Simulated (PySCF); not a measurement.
An unknown shows these calculated signals:

¹H NMR (300 MHz, computed): δ 5.71 (m, 1H), 5.18 (m, 1H), 4.38 (m, 2H), 3.68 (s, 9H).

¹³C{¹H} NMR (computed): δ 180.2 (C), 115.2 (CH2).

Computed data (PySCF 2.14.0 with density-fitted response routines): GIAO PBE0/pcSseg-1 shieldings, geometry from GFN2-xTB. No solvent model, rapidly exchanging positions averaged, a single conformation, relativity neglected.

Shifts are taken against calculated references (same method and geometry level): ¹H (31.72 ppm), ¹³C (186.93 ppm) vs TMS.

Which of these does the molecule contain: a C≡C triple bond, a CH3CH2 unit, a non-aromatic C=C double bond, an amide, a Si–H bond?

Answers


- A C≡C triple bond: no.
- A CH3CH2 unit: no.
- A non-aromatic C=C double bond: yes.
- An amide: no.
- A Si–H bond: yes (δH 4.38 (m)).

The data belong to SMILES C=C(F)[SiH2][Si]([SiH3])([SiH3])[SiH3], C2H13FSi5; they needn't prove each group on their own.

Carbon signals by region: 1 in the far downfield region (above 160 ppm), 1 in the sp2 and nitrile region (100–160 ppm). Above 160 ppm: 180.2, fully substituted alkene carbon.

Splittings by ¹⁹F in the carbon and heteronuclear signals aren't shown, as no couplings were computed. Shifts are as computed. Against solution values, carbons near 30 ppm lie about +3 ppm off and those near 130 ppm about +5 ppm. Of 1211 compounds with measured shifts, 218 miss one by over three times the rms of a fit or turn the order of signals round; such compounds aren't used in these exercises. No couplings were computed; multiplicities are counted from neighbouring protons, with m where these are inequivalent, close in shift, in a saturated or five-membered ring or joined by F or P, and br s for small geminal =CH2 splittings.
